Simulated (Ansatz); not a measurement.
Molecular dynamics of CS2

input.yaml

```yaml
accuracy: low
crystal:
  lattice:
    - [9.283178, 0.0, 0.0]
    - [0.0, 9.283178, 0.0]
    - [0.0, 0.0, 9.283178]
  atoms:
    - { symbol: S, position: [0.19521845, 0.0034619, 0.94194071] }
    - { symbol: C, position: [0.22099317, -0.05030561, 0.78011452] }
    - { symbol: S, position: [0.2754133, -0.08580707, 0.62545198] }
    - { symbol: S, position: [0.68416029, 0.85560633, 0.94737438] }
    - { symbol: C, position: [0.81933547, 0.76043114, 0.93876654] }
    - { symbol: S, position: [0.96138229, 0.66695202, 0.93303967] }
    - { symbol: S, position: [0.50923994, 0.97303759, 0.32709434] }
    - { symbol: C, position: [0.45988455, 0.83473911, 0.24613483] }
    - { symbol: S, position: [0.38089645, 0.68875671, 0.19765526] }
    - { symbol: S, position: [0.83045035, 0.93174384, 0.58453473] }
    - { symbol: C, position: [0.90005827, 0.91466955, 0.43106542] }
    - { symbol: S, position: [0.99687824, 0.89909445, 0.29665696] }
    - { symbol: S, position: [0.46582107, 0.24359881, 0.84939996] }
    - { symbol: C, position: [0.34380092, 0.34613553, 0.90753011] }
    - { symbol: S, position: [0.2417081, 0.47320576, 0.94864868] }
    - { symbol: S, position: [1.00237553, 0.45023448, 0.24726349] }
    - { symbol: C, position: [0.96185269, 0.50335221, 0.40131691] }
    - { symbol: S, position: [0.90906774, 0.54298887, 0.55443978] }
    - { symbol: S, position: [0.29595811, 0.41347226, 0.5261094] }
    - { symbol: C, position: [0.41438575, 0.512832, 0.60290946] }
    - { symbol: S, position: [0.52983424, 0.606071, 0.68335653] }
    - { symbol: S, position: [0.82517109, 0.26163813, 1.02199716] }
    - { symbol: C, position: [0.88122018, 0.23848918, 0.86544644] }
    - { symbol: S, position: [0.92980583, 0.22905853, 0.70482915] }
basis:
  ecutwfc: 420.0
kpoints:
  mp_grid: { grid: [1, 1, 1] }
hamiltonian:
  xc: pbe
  dispersion: d3bj
scf:
  occupations: { method: fermi_dirac, width: 0.05 }
  lower_state_search: "off"
md:
  timestep: 1
  n_steps: 170
  ensemble: nve
  temperature: 400.0
  initial_velocities: maxwell_boltzmann
  seed: 857938
```

Run as:

```bash
$ ansatz run input.yaml --threads 1 --pin off --max-ram 3072MiB --backend cpu --events-out ev --progress --plain --runs-dir out
```

It goes on from the last frame of an earlier run, with new velocities.

Output, in part (step lines):

```
md step     0: t =     0.00 fs  T =   400.0 K  F+E_penalty+E_count = -16435.16874210 eV  E_kin = 1.189192 eV  conserved = -16433.97955011 eV  (11 SCF iters)
md step     1: t =     1.00 fs  T =   398.8 K  F+E_penalty+E_count = -16435.16521318 eV  E_kin = 1.185735 eV  conserved = -16433.97947837 eV  (9 SCF iters)
md step     2: t =     2.00 fs  T =   389.6 K  F+E_penalty+E_count = -16435.13729636 eV  E_kin = 1.158316 eV  conserved = -16433.97898054 eV  (10 SCF iters)
md step     3: t =     3.00 fs  T =   374.8 K  F+E_penalty+E_count = -16435.09236343 eV  E_kin = 1.114139 eV  conserved = -16433.97822430 eV  (10 SCF iters)
md step     4: t =     4.00 fs  T =   358.1 K  F+E_penalty+E_count = -16435.04207169 eV  E_kin = 1.064662 eV  conserved = -16433.97740989 eV  (10 SCF iters)
md step     5: t =     5.00 fs  T =   343.9 K  F+E_penalty+E_count = -16434.99915341 eV  E_kin = 1.022420 eV  conserved = -16433.97673383 eV  (5 SCF iters)
md step     6: t =     6.00 fs  T =   335.7 K  F+E_penalty+E_count = -16434.97425156 eV  E_kin = 0.997898 eV  conserved = -16433.97635363 eV  (4 SCF iters)
md step     7: t =     7.00 fs  T =   335.4 K  F+E_penalty+E_count = -16434.97337671 eV  E_kin = 0.997023 eV  conserved = -16433.97635361 eV  (4 SCF iters)
[... lines left out ...]
md step   170: t =   170.00 fs  T =   421.5 K  F+E_penalty+E_count = -16435.23204643 eV  E_kin = 1.253134 eV  conserved = -16433.97891234 eV  (10 SCF iters)
```

The steps, from the saved trajectory:

```csv
time (fs),T (K),potential energy less start (eV),conserved less start (meV/atom)
0.0,400,0.000,0.00
5.0,344,0.170,0.12
10.0,373,0.081,0.06
15.0,394,0.020,0.05
20.0,400,0.004,0.10
25.0,447,-0.140,-0.01
30.0,370,0.093,0.13
35.0,397,0.009,0.00
40.0,333,0.203,0.13
45.0,383,0.051,0.00
50.0,344,0.169,0.11
55.0,382,0.056,0.04
60.0,389,0.035,0.08
65.0,419,-0.054,0.07
70.0,441,-0.122,0.03
75.0,379,0.065,0.12
80.0,399,0.004,0.01
85.0,325,0.227,0.14
90.0,376,0.071,0.00
95.0,333,0.202,0.12
100.0,379,0.062,0.02
105.0,383,0.054,0.10
110.0,436,-0.106,0.03
115.0,440,-0.118,0.05
120.0,392,0.026,0.10
125.0,397,0.009,0.02
130.0,326,0.223,0.15
135.0,402,-0.006,-0.01
140.0,348,0.158,0.13
145.0,396,0.011,0.00
150.0,379,0.066,0.12
155.0,449,-0.145,0.01
160.0,455,-0.163,0.06
165.0,428,-0.080,0.08
170.0,422,-0.063,0.03
```

The run went to its last step. The conserved energy stayed within 0.16 meV per atom of its start (net change 0.027 meV per atom), so the integration is sound. A run of 0.17 ps of so small a system gives no equilibrium averages. Limits of this set-up: coarse k mesh, low accuracy level.

Mean squared displacements from the first frame to the last, about the centre of mass: S 0.50 Å², C 0.34 Å².

Last frame:

```xyz
24
Lattice="9.2832 0.0000 0.0000 0.0000 9.2832 0.0000 0.0000 0.0000 9.2832" Properties=species:S:1:pos:R:3
S 1.991 -0.033 9.497
C 1.728 -0.507 8.032
S 1.705 -0.848 6.454
S 6.466 8.085 8.830
C 7.631 7.043 8.651
S 8.797 6.041 8.468
S 4.672 8.954 2.735
C 4.464 7.523 2.125
S 3.942 6.057 1.742
S 7.483 8.892 4.663
C 8.598 8.485 3.554
S 9.796 8.139 2.607
S 4.995 1.921 8.147
C 3.663 2.717 8.560
S 2.485 3.682 8.942
S 8.781 3.828 2.671
C 8.360 4.724 3.891
S 7.813 5.515 5.128
S 2.408 4.928 4.509
C 3.539 5.454 5.430
S 4.683 5.976 6.338
S 7.949 2.070 9.271
C 8.586 2.231 7.851
S 9.123 2.488 6.423
```

The run took 12 min on 1 CPU thread of a shared host.
